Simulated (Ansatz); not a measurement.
CH₃ (SMILES [CH3]), doublet, geometry from GFN2-xTB, atoms displaced at random by about 0.02 Å a coordinate. Base run: PBE0/3-21G in Ansatz (an electronic-structure program).

Here is a job for Ansatz.
Ansatz 0.2 input:
```yaml
crystal:
  periodic: [false, false, false]
  atoms:
    - {symbol: C, position_ang: [0.02412473, 0.02045755, 0.05210224]}
    - {symbol: H, position_ang: [1.02255066, -0.25819751, 0.00614756]}
    - {symbol: H, position_ang: [-0.68657917, -0.81805130, -0.00137110]}
    - {symbol: H, position_ang: [-0.32662186, 1.01431582, 0.02877591]}
basis:
  gaussian:
    orbitals: 3-21G.json
hamiltonian:
  xc: pbe0
magnetization: {spin_polarized: true, initial_magnetization: 1}
relax: {}
```
The basis file holds 3-21G in the JSON format of the Basis Set Exchange.

Each row names what was changed in the base input (with any setting that the change needs).

```
change                         ΔE vs base (kcal/mol)  optimiser steps
-----------------------------  ---------------------  ---------------
base                                           0.000                4
relax = escape_saddle: false                   0.000                4
relax = f_tol: 0.1                             0.000                3
relax = max_displacement: 0.5                  0.000                4
relax = f_tol: 0.05                            0.000                3
relax = f_tol: 0.0005                          0.000                5
relax = f_tol: 0.002                           0.000                5
```
